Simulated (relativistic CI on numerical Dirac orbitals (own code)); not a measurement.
Radial Dirac CI calculation of Sc.

Command:

```sh
python run_levels.py task.json out
```

Input:

```
atom Sc  Z=21  charge=0  electrons=21
nucleus A=45  rms_radius_fm=3.5459
hamiltonian dirac-coulomb  breit=on  qed=on  c_scale=1
orbitals kli  potential=per-configuration
slater_scale 5
correlation none
mixing on
grid step=0.0125 r_max=149
scf mixing=0.4 start=green max_iterations=59 tolerance=2e-08 node_fill=0.05
configurations
  [Ar] 3d 4s2
  [Ar] 3d 4s 4p
  [Ar] 3d2 4s
  [Ar] 3d3
  [Ar] 3d 4p2
end
```

Output:

```
SCF 1: [Ar] 3d 4s2
 iter      energy (Ha)   residual   last orbital (Ha)
    1      -762.833607   3.48e-01     -0.19281
    2      -763.267842   2.03e-01     -0.23077
    3      -763.311199   1.48e-01     -0.24838
    4      -763.363912   2.55e-02     -0.30485
    5      -763.363370   2.99e-02     -0.30652
    6      -763.366436   7.59e-04     -0.33862
    7      -763.366431   2.31e-03     -0.33827
    8      -763.366392   2.93e-04     -0.33917
    9      -763.366413   2.34e-05     -0.33919
   10      -763.366414   1.02e-05     -0.33921
   11      -763.366413   6.17e-07     -0.33920
   12      -763.366413   2.05e-07     -0.33920
   13      -763.366413   9.58e-08     -0.33920
   14      -763.366413   6.23e-09     -0.33920
SCF 2: [Ar] 3d 4s 4p
 iter      energy (Ha)   residual   last orbital (Ha)
    1      -762.715631   3.42e-01     -0.11262
    2      -763.199312   2.09e-01     -0.14389
    3      -763.275968   9.37e-02     -0.14051
    4      -763.297666   8.49e-03     -0.13749
    5      -763.298514   1.80e-03     -0.13636
    6      -763.298482   5.01e-04     -0.13611
    7      -763.298508   8.08e-05     -0.13623
    8      -763.298513   1.38e-05     -0.13625
    9      -763.298514   9.03e-07     -0.13625
   10      -763.298514   3.59e-08     -0.13625
   11      -763.298514   2.84e-09     -0.13625
SCF 3: [Ar] 3d2 4s
 iter      energy (Ha)   residual   last orbital (Ha)
    1      -762.713393   3.49e-01     -0.19281
    2      -763.177828   2.29e-01     -0.24298
    3      -763.257396   1.20e-01     -0.24286
    4      -763.284921   2.41e-02     -0.24640
    5      -763.287893   7.42e-03     -0.24912
    6      -763.288193   1.57e-03     -0.25164
    7      -763.288219   4.36e-04     -0.25191
    8      -763.288251   3.06e-05     -0.25224
    9      -763.288251   2.98e-05     -0.25225
   10      -763.288254   4.25e-07     -0.25227
   11      -763.288254   3.59e-07     -0.25227
   12      -763.288254   1.15e-08     -0.25227
SCF 4: [Ar] 3d3
 iter      energy (Ha)   residual   last orbital (Ha)
    1      -762.569861   3.50e-01     -0.06994
    2      -762.978827   2.72e-01     -0.18705
    3      -763.122420   1.43e-01     -0.13272
    4      -763.157387   2.80e-02     -0.11579
    5      -763.160372   9.40e-03     -0.11893
    6      -763.159970   8.98e-03     -0.11280
    7      -763.160413   2.78e-03     -0.11461
    8      -763.160545   2.64e-04     -0.11567
    9      -763.160545   2.55e-04     -0.11566
   10      -763.160537   8.64e-06     -0.11556
   11      -763.160538   1.12e-06     -0.11556
   12      -763.160538   1.51e-08     -0.11556
SCF 5: [Ar] 3d 4p2
 iter      energy (Ha)   residual   last orbital (Ha)
    1      -762.550958   3.75e-01     -0.11262
    2      -763.083523   2.09e-01     -0.15617
    3      -763.159837   9.74e-02     -0.15013
    4      -763.183416   8.81e-03     -0.14465
    5      -763.184214   1.46e-03     -0.14369
    6      -763.184250   5.49e-04     -0.14347
    7      -763.184274   3.26e-05     -0.14364
    8      -763.184277   8.40e-06     -0.14365
    9      -763.184278   2.25e-07     -0.14365
   10      -763.184278   1.81e-08     -0.14365
orbital energies (Ha): 2p1/2 -14.6739  2p3/2 -14.5033  3s -2.2120  3p1/2 -1.4373  3p3/2 -1.4191  3d3/2 -0.3083  3d5/2 -0.3072  4s -0.3392
configuration averages (Ha): Dirac-Coulomb, Breit, QED
  3d 4s2                        -763.366413    0.225815    0.149411
  3d 4s 4p                      -763.298514    0.225790    0.149357
  3d2 4s                        -763.288254    0.225543    0.149326
  3d3                           -763.160538    0.225367    0.149262
  3d 4p2                        -763.184278    0.225761    0.149293
levels: no., configuration, term, J, E (cm-1), weight
   1 3d 4s2                 2D   3/2              0.0  0.70
   2 3d 4s2                 2D   5/2            155.2  0.70
   3 3d2 4s                 2F   5/2          25951.0  0.57
   4 3d2 4s                 2F   7/2          26127.3  0.57
   5 3d 4s 4p               4F*  3/2          30441.0  1.00
   6 3d 4s 4p               4F*  5/2          30586.3  1.00
   7 3d2 4s                 4F   3/2          30622.4  1.00
   8 3d2 4s                 4F   5/2          30662.1  1.00
   9 3d2 4s                 4F   7/2          30717.2  1.00
  10 3d2 4s                 4F   9/2          30787.3  1.00
  11 3d 4s 4p               4F*  7/2          30792.7  1.00
  12 3d 4s 4p               4F*  9/2          31063.9  1.00
  13 3d 4s 4p               4D*  1/2          34743.4  1.00
  14 3d 4s 4p               4D*  3/2          34793.9  1.00
lowest total energy -763.229885 Ha
end: converged
```

Against the reference input this run has: Slater scale 5. The reference run ends at -763.016763 Ha with Breit and QED terms. The iteration limit was 59 against 150. This setting is bad on purpose; its numbers may not be properties of the ion.

With so few configurations and no correlation, terms lie too far apart (by 10 to 50 % or more near neutrality), their order can be wrong, and levels of other configurations are missing.
